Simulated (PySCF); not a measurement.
System: H4Al (anion, charge -1), singlet: flattening of a tetrahedron along the D2d path, bond length relaxed. Scanned: the two opposite H-Al-H angles (109.47 = tetrahedral, 180 = square planar). Other coordinates (Al-H bond length) were minimised at PBE0/def2-TZVP.

The free coordinates were minimised at PBE0/def2-TZVP in PySCF; the energy column is CCSD(T) on RHF/aug-cc-pVDZ, 5 core orbitals frozen (PySCF), in eV.

```tsv
a / °	Al-H bond length / Å	E
90	1.651	0.368
95	1.649	0.197
100	1.648	0.082
105	1.647	0.018
109.47	1.647	0.000
115	1.647	0.026
120	1.648	0.092
130	1.652	0.333
140	1.658	0.698
150	1.667	1.156
160	1.679	1.656
170	1.693	2.103
180	1.701	2.304
```
